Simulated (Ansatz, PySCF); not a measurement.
silylphosphine cation (H5PSi), SMILES [SiH3]P (connectivity only; charge and spin as stated), charge +1, multiplicity 2. Atoms are numbered in the order given.

```xyz
7

Si    -1.1537     0.0137     0.0000
P      1.1702    -0.0579     0.0000
H     -1.4745    -0.6862     1.2505
H     -1.4745    -0.6862    -1.2505
H     -1.3894     1.4696     0.0000
H      1.8738     0.4059     1.1241
H      1.8738     0.4059    -1.1241
```
Charge +1, spin multiplicity 2.

Geometry: B3LYP-D3(BJ)/def2-TZVP. The spin state was assumed, not searched.

Two levels are set side by side: PBE-D3(BJ)/def2-TZVP (Ansatz, a quantum-chemistry and plane-wave program) and B3LYP-D3(BJ)/def2-TZVP (Ansatz). Each level has its own optimised geometry; the coordinates shown are those of the second. Frequencies come from the Hessian of PySCF at each geometry. Differences are taken from unrounded values.

```json
[
 {"quantity": "mean bond length (Å)", "B3LYP-D3(BJ)": "1.591", "PBE-D3(BJ)": "1.600", "PBE-D3(BJ) minus B3LYP-D3(BJ)": "0.009"},
 {"quantity": "bond Si1–P2 (Å)", "B3LYP-D3(BJ)": "2.325", "PBE-D3(BJ)": "2.308", "PBE-D3(BJ) minus B3LYP-D3(BJ)": "-0.017"},
 {"quantity": "bond Si1–H3 (Å)", "B3LYP-D3(BJ)": "1.469", "PBE-D3(BJ)": "1.484", "PBE-D3(BJ) minus B3LYP-D3(BJ)": "0.015"},
 {"quantity": "bond Si1–H4 (Å)", "B3LYP-D3(BJ)": "1.469", "PBE-D3(BJ)": "1.484", "PBE-D3(BJ) minus B3LYP-D3(BJ)": "0.015"},
 {"quantity": "bond Si1–H5 (Å)", "B3LYP-D3(BJ)": "1.475", "PBE-D3(BJ)": "1.492", "PBE-D3(BJ) minus B3LYP-D3(BJ)": "0.017"},
 {"quantity": "bond P2–H6 (Å)", "B3LYP-D3(BJ)": "1.405", "PBE-D3(BJ)": "1.418", "PBE-D3(BJ) minus B3LYP-D3(BJ)": "0.013"},
 {"quantity": "bond P2–H7 (Å)", "B3LYP-D3(BJ)": "1.405", "PBE-D3(BJ)": "1.418", "PBE-D3(BJ) minus B3LYP-D3(BJ)": "0.013"},
 {"quantity": "highest harmonic wavenumber (cm⁻¹)", "B3LYP-D3(BJ)": "2503", "PBE-D3(BJ)": "2439", "PBE-D3(BJ) minus B3LYP-D3(BJ)": "-64"},
 {"quantity": "mean harmonic wavenumber (cm⁻¹)", "B3LYP-D3(BJ)": "1202", "PBE-D3(BJ)": "1157", "PBE-D3(BJ) minus B3LYP-D3(BJ)": "-44"},
 {"quantity": "zero-point energy (kcal/mol)", "B3LYP-D3(BJ)": "25.77", "PBE-D3(BJ)": "24.82", "PBE-D3(BJ) minus B3LYP-D3(BJ)": "-0.95"}
]
```

GGA bonds tend to be longer and softer than those of functionals with exact exchange. Differences between two approximate levels are no errors against the true value.
